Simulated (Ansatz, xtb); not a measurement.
Relative energy of two isomers of C3H3F3S

Structure X: `F[C@@H]1CC(F)(F)S1`, a singlet. Structure Y: `CC(=S)C(F)(F)F`, a singlet. Both are isolated molecules in the gas phase, relaxed with r2SCAN-D4/def2-SVP.

X (Å):

| atom | x (Å) | y (Å) | z (Å) |
| --- | --- | --- | --- |
| C | -0.1365 | 1.3524 | -0.2169 |
| C | -0.9999 | 0.3838 | 0.5984 |
| C | -0.1334 | 0.3963 | 1.8529 |
| F | -0.8226 | 2.4563 | -0.6318 |
| F | -0.7718 | 0.7515 | 2.9838 |
| F | 0.4668 | -0.7847 | 2.1112 |
| S | 1.0211 | 1.6724 | 1.1884 |
| H | 0.3823 | 0.9281 | -1.0911 |
| H | -1.1241 | -0.6219 | 0.1698 |
| H | -1.9841 | 0.8337 | 0.7947 |

Y (Å):

```yaml
atoms:
  - { symbol: C, position_ang: [-1.4877, 0.4131, 0.8419] }
  - { symbol: C, position_ang: [-0.1273, 0.4030, 0.2289] }
  - { symbol: C, position_ang: [0.9934, 0.2936, 1.2644] }
  - { symbol: F, position_ang: [0.9072, 1.3227, 2.1312] }
  - { symbol: F, position_ang: [2.2130, 0.2927, 0.7481] }
  - { symbol: F, position_ang: [0.8387, -0.8421, 1.9744] }
  - { symbol: S, position_ang: [0.2032, 0.4912, -1.3554] }
  - { symbol: H, position_ang: [-1.5706, 1.2548, 1.5511] }
  - { symbol: H, position_ang: [-1.6349, -0.5054, 1.4361] }
  - { symbol: H, position_ang: [-2.2645, 0.4914, 0.0728] }
```

Problem. Estimate E(Y) − E(X) at the level CCSD(T)/def2-SVP + ΔMP2/def2-TZVPP.

Solution. Calculated at CCSD(T)/def2-SVP + ΔMP2/def2-TZVPP: E(Y) − E(X) = −30.1 kJ/mol, so structure Y lies lower.

How the difference moves with the method:

```tsv
level	geometry	E(Y) − E(X) (kJ/mol)	departure from the last row (kJ/mol)	job, with rough time for the two
GFN2-xTB	GFN2-xTB	+17.4	+47.5	optimisation, 0.18 s
HF/STO-3G	GFN2-xTB	+104.0	+134.1	single point, 0.58 s
r2SCAN-D4/def2-SVP//GFN2-xTB	GFN2-xTB	−43.0	−12.9	single point, 3.3 s
r2SCAN-D4/def2-SVP	r2SCAN-D4/def2-SVP	−44.4	−14.4	optimisation, 20 s
HF/def2-SVP	r2SCAN-D4/def2-SVP	−58.4	−28.3	part of the CCSD(T) run
MP2/def2-SVP	r2SCAN-D4/def2-SVP	−65.5	−35.4	part of the CCSD(T) run
CCSD(T)/def2-SVP	r2SCAN-D4/def2-SVP	−63.9	−33.8	single point
CCSD(T)/def2-SVP + ΔMP2/def2-TZVPP	r2SCAN-D4/def2-SVP	−30.1		single point, 51 s
```

As drawn, Y has 1 C=S in place of 2 C–S. Structure X has a 4-membered ring, Y no ring.

GFN2-xTB, HF/STO-3G put the two in the other order. The largest departure from CCSD(T)/def2-SVP + ΔMP2/def2-TZVPP is that of HF/STO-3G, 134.1 kJ/mol. The last row adds to CCSD(T) the change of the MP2 difference between the two basis sets, here +33.8 kJ/mol, a large step that makes the value less sure.

With thermal terms from frequencies at re-optimised GFN2-xTB minima (ideal gas, soft modes damped towards free rotors, one conformer each, 298.15 K, 1 atm): on the last row, ΔE + ΔZPE = −34.2, ΔH = −31.5, ΔG = −37.3 kJ/mol.

The correlated steps freeze 11 core orbitals. Mirror images aren't counted in ΔG. Run with Ansatz 0.2.0, xtb 6.7.1; the last row on 2 threads of Intel(R) Xeon(R) Platinum 8488C (Sapphire Rapids) on a shared host.
